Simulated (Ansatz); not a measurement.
Hf oxide hydroxide: r2SCAN-D4/def2-TZVP single points in Ansatz on relaxed structures, gas phase. Each cluster is the lowest isomer that a short search found in that spin, judged at the geometry's level, and lower ones may exist. Core potentials for Hf, no spin–orbit coupling. Binding counts from free atoms in the multiplicity of their measured ground term, without zero-point energy. A dash marks a value that wasn't run or was left out as unsound. The structures are stationary points that may keep the symmetry of their start. Remarks come from the PBE and PBE0 runs and from stability tests at other levels; not every state was tested. HOMO above LUMO (over both spins in singlets and doublets, within one spin in higher multiplets; at PBE or PBE0), or a gap under 0.15 eV within one spin, warns that the state may not be the lowest or that an electron is smeared out.

(1) Estimate the order by binding per atom (eV), lowest first.
A. Hf2O5H2 (with an O–O bond) (singlet)
B. HfO3H2 (with an O–O bond) (singlet)

(1) B (4.04), A (4.93).

In full:

```json
{"species": "HfO3H2 (with an O–O bond)", "atoms": "6", "state": "singlet", "geometry": "B3LYP-D4/def2-TZVP", "HOMO (eV)": "-6.32", "LUMO (eV)": "-2.83", "gap (eV)": "3.49", "vertical IE (eV)": "9.73", "vertical triplet (eV)": "3.15", "binding per atom (eV)": "4.04", "point group (within 0.1 Å)": "Cs", "remarks": "gap within one spin near zero at PBE or PBE0 (+1 doublet), gap within one spin near zero at PBE or PBE0 (triplet)"}
{"species": "HfO4H4 (with an O–O bond)", "atoms": "9", "state": "singlet", "geometry": "r2SCAN-D4/def2-SVP", "HOMO (eV)": "-6.56", "LUMO (eV)": "-1.58", "gap (eV)": "4.97", "vertical IE (eV)": "9.58", "vertical triplet (eV)": "4.02", "binding per atom (eV)": "4.02", "point group (within 0.1 Å)": "–", "remarks": "–"}
{"species": "Hf2O5H2 (with an O–O bond)", "atoms": "9", "state": "singlet", "geometry": "r2SCAN-D4/def2-SVP", "HOMO (eV)": "-5.93", "LUMO (eV)": "-3.04", "gap (eV)": "2.89", "vertical IE (eV)": "–", "vertical triplet (eV)": "2.71", "binding per atom (eV)": "4.93", "point group (within 0.1 Å)": "Cs", "remarks": "gap within one spin near zero at PBE or PBE0 (+1 doublet), gap within one spin near zero at PBE or PBE0 (triplet)"}
```

The gap (eV) runs from 2.89 (Hf2O5H2 (with an O–O bond)) to 4.97 (HfO4H4 (with an O–O bond)). The vertical triplet (eV) runs from 2.71 (Hf2O5H2 (with an O–O bond)) to 4.02 (HfO4H4 (with an O–O bond)). The binding per atom (eV) runs from 4.02 (HfO4H4 (with an O–O bond)) to 4.93 (Hf2O5H2 (with an O–O bond)).
